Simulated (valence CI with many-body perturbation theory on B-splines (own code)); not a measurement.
The numbers below are computed, except where a source is named.
# Nd39+: what the settings do

Method: configuration interaction combined with many-body perturbation theory (CI+MBPT): three valence electrons over a frozen Dirac-Fock core [Ar], a basis of 6 s, 6 p, 5 d, 5 f, 1 g functions for each j, with the one-electron correlation potential Σ1, the two-electron term Σ2, the three-electron term Σ3, Breit, model QED; selected CI, second order for the rest, scaled by the run's own slope (own B-spline code, finite nucleus).

The last digits are not significant, and no measured levels were compared; by estimate large intervals hold to a few tenths of a per cent, small ones and those within an open d or f shell to about a per cent. Only levels of the ground parity were solved; by the run's estimate the other parity begins above the list, which can be wrong where configurations are misplaced.

The reference run has the lowest level (3d3/2^3) J=3/2 and an ionisation energy of 2862.37 eV. Its largest variational space holds 2233 state functions.

Levels are named by their leading jj configuration (3d3/2^4 stands for four electrons in 3d with j = 3/2), which in mixed levels can hold well under half, so a name can repeat and another be missing. Letters in brackets count levels of one name in rising energy.

Changed runs:
A. correlating orbitals by l 3 3 3 3 1 → 4 4 3 0 0
B. scale of Σ2 1 → 0.5
C. three-electron term on → off
D. scale of Σ2 1 → -1 (bad on purpose)

Excitation energies of the reference run in cm⁻¹, and shifts in cm⁻¹:

```
                    Level  Reference      A      B      C       D
(3d3/2^2 3d5/2) J=5/2 [a]     167634   -590  -1303   -203   -5115
    (3d3/2^2 3d5/2) J=3/2     212735    +92   +694  -1069   +2849
    (3d3/2^2 3d5/2) J=7/2     224256   -221   -840   -3.4   -3264
    (3d3/2^2 3d5/2) J=9/2     233536    -32  -1100   +155   -4115
    (3d3/2^2 3d5/2) J=1/2     242419   +313  +1534  -1289   +6093
(3d3/2^2 3d5/2) J=5/2 [b]     359881   +901  +1777   -373   +6972
(3d3/2 3d5/2^2) J=7/2 [a]     395605   -319  -1609    +71   -6196
    (3d3/2 3d5/2^2) J=9/2     417798   -339  -1930   -361   -7446
(3d3/2 3d5/2^2) J=3/2 [a]     449916   +287   +369   +278   +1573
    (3d3/2 3d5/2^2) J=1/2     466856   +522  +1158  -1734   +4628
   (3d3/2 3d5/2^2) J=11/2     480324   +211  -1719   -312   -6470
(3d3/2 3d5/2^2) J=5/2 [a]     494188   +787  +1882   +410   +7652
   Ionisation energy (eV)    2862.37  -0.21  -2.84  -0.06  -11.25
```
